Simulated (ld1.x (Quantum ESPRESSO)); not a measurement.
# Cutoff test, Cl (Z = 17), TM

ld1.x (Quantum ESPRESSO) 7.5 input, shortened:

```
&input
   title='Cl', zed=17., rel=1, dft='PBE', iswitch=3,
   config='[Ne] 3s1.75 3p5.25 3d-2'
 /
 &inputp
   pseudotype=2, tm=.true., lloc=0,
   nlcc=.false.
 /
3
3P  2  1   5.25   0.00  1.20  1.20  0.0
3D  3  2  -2.00   0.15  0.95  0.95  0.0
3S  1  0   1.75   0.00  1.10  1.10  0.0
 &test
   configts(1)='3s1.75 3p5.25'
 /
```

The pseudo-atom Hamiltonian at the reference potential is diagonalised in spherical Bessel functions j_l(qr) that vanish at 20 bohr, with q² up to the cutoff. All-electron valence levels (Ry): 3p -0.6420, 3s -1.5332.

Question: How do the lowest levels (Ry) of each channel move with the cutoff, and are there ghosts?

Answer:

| cutoff (Ry) | p #1 | p #2 | d #1 | s #1 | f #1 | f #2 | Σ f·Δε (mRy) |
| --- | --- | --- | --- | --- | --- | --- | --- |
| 8 | -0.5820 | 0.0353 | 0.0749 | -1.3398 | 0.1192 | 0.2554 | 653.4 |
| 12 | -0.6320 | 0.0342 | 0.0748 | -1.4213 | 0.1192 | 0.2554 | 248.1 |
| 18 | -0.6397 | 0.0340 | 0.0748 | -1.4956 | 0.1192 | 0.2554 | 77.6 |
| 30 | -0.6401 | 0.0340 | 0.0747 | -1.5152 | 0.1192 | 0.2554 | 41.3 |
| 40 | -0.6402 | 0.0340 | 0.0747 | -1.5181 | 0.1192 | 0.2554 | 35.8 |
| 50 | -0.6405 | 0.0340 | 0.0746 | -1.5253 | 0.1192 | 0.2554 | 21.5 |
| 60 | -0.6411 | 0.0340 | 0.0746 | -1.5296 | 0.1192 | 0.2554 | 11.0 |
| 80 | -0.6418 | 0.0340 | 0.0746 | -1.5316 | 0.1192 | 0.2554 | 3.8 |
| 110 | -0.6418 | 0.0340 | 0.0746 | -1.5322 | 0.1192 | 0.2554 | 2.4 |
| 140 | -0.6419 | 0.0340 | 0.0746 | -1.5330 | 0.1192 | 0.2554 | 0.5 |
| 180 | -0.6420 | 0.0340 | 0.0746 | -1.5331 | 0.1192 | 0.2554 | 0.4 |
| 400 | -0.6420 | 0.0340 | 0.0746 | -1.5332 | 0.1192 | 0.2554 | 0.0 |

Result: no extra level below or beside the all-electron valence levels (p, d, s, f tested); 10 mRy is reached at 70 Ry and 1 mRy at 140 Ry.
